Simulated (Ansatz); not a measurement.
BH3SSeSi, SMILES `B1S[SiH2][Se]1`, relaxed with RKS PBE0-D4/def2-TZVP in the Gaussian-basis code of Ansatz from a PBE-D4/def2-SVP geometry. The force threshold is 0.005 eV/Å; the program also tests the step.

Charge 0, multiplicity 1.

Start:

```xyz
7

B     1.315   -0.414   -0.495
S     0.579   -1.040    1.049
Si   -0.993    0.305    0.384
Se    0.218    0.884   -1.485
H     2.405   -0.773   -0.882
H    -1.239    1.439    1.339
H    -2.285   -0.401    0.090
```

Question: By how much does the energy fall, and how many steps does the optimiser take? (Best estimate.)

Answer: The calculation gave: 0.03 eV, in 4 steps.

Question: Which bonds change most? (Best estimate.)

Answer: Computed: S2–Si3 from 2.174 to 2.140 Å; Si3–Se4 from 2.301 to 2.273 Å; B1–H5 from 1.211 to 1.189 Å; Si3–H6 from 1.502 to 1.483 Å.

Question: Give the relaxed structure. (An estimate is asked.)

Answer: Computed: 
```xyz
7

B     1.310   -0.413   -0.491
S     0.566   -1.025    1.036
Si   -0.982    0.301    0.381
Se    0.210    0.875   -1.467
H     2.380   -0.764   -0.872
H    -1.225    1.421    1.322
H    -2.259   -0.395    0.090
```
